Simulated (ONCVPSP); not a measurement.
**Br: one change to an ONCV potential, before and after**

```json
{"Element": "bromine (Br)", "Generator": "ONCVPSP 4.0.1", "Type": "optimised norm-conserving Vanderbilt (ONCV)", "Functional": "PBE", "Relativity": "scalar-relativistic", "Frozen core": "[Ar] 3d10", "Valence charge": "7", "Reference configuration": "4s2 4p3 (charge +2)", "Partial waves": "4s: rc 1.25 bohr, ncon 4, nbas 7, qcut 6.2 1/bohr, 1 projector; 4p: rc 1.25 bohr, ncon 3, nbas 7, qcut 7.3 1/bohr, local; d scattering state at 0.21 Ha: rc 1.30 bohr, ncon 4, nbas 7, qcut 7.6 1/bohr, 2 projectors, debl 2.4 Ha", "Local potential": "the p channel", "Core correction": "Teter function, fcfact 5.75, rcfact 1.4"}
```

All-electron outer shells of the reference configuration (PBE, scalar-relativistic, ld1.x):

```tsv
shell	level (eV)	outermost node (bohr)	outermost maximum (bohr)
3p	-197.61	0.21	0.48
3d	-90.79	–	0.43
4s	-41.84	0.67	1.39
4p	-28.23	0.70	1.58
```

Change: p: rc 1.04.

Cutoffs: the cutoffs (Ha) at which the residual kinetic energy of the hardest occupied pseudo-wave falls to 1 and 0.1 mHa per electron; they do not see the model core or the augmentation charge, which bear on the density cutoff. Errors are all-electron minus pseudo energies relative to the spin-unpolarised reference configuration.

What does the change do?

The potential gets harder (20 Ha and 92 Ha → 173 Ha and 214 Ha); the bound ghosts move from d to d, s; of the 4 tests that both files solve, the error grows in 1 and shrinks in 0 by more than 15 % and 0.3 meV (median size 4.2 → 5.0 meV). A smaller radius makes the pseudo-wave follow the all-electron one further in, where it bends more sharply, so more plane waves are needed.

| quantity | base | changed |
| --- | --- | --- |
| cutoff, loose | 20 Ha | 173 Ha |
| cutoff, tight | 92 Ha | 214 Ha |
| loose cutoff by channel | s 20 Ha, p 13 Ha | s 20 Ha, p 173 Ha |
| bound ghosts | d | s, d |
| GHOST(+) flags under 300 eV | none | none |
| error for 4s2 4p5, meV [ΔE -35.31 eV] | -4.6 | +6.8 |
| error for 4s2 4p4, meV [ΔE -22.76 eV] | -1.7 | +1.6 |
| error for 4s2 4p2, meV [ΔE 33.98 eV] | -27 | -23 |
| error for 4s2 4p4.5, meV [ΔE -30.24 eV] | -3.8 | +3.3 |
| s: phases at 1.27 bohr within 0.05 rad from the reference energy up to (Ha; the scan ends near 5) | to the end of the scan | to the end of the scan |
| d: phases at 1.32 bohr within 0.05 rad from the reference energy up to (Ha; the scan ends near 5) | to the end of the scan | to the end of the scan |
| rms error of d²Exc/dni dnj with the model core, mHa | 2.47 | 2.65 |

 A true bound ghost makes a file unfit for plane-wave use even where its test errors are small: the radial tests pick states by their node count and pass the ghost by.
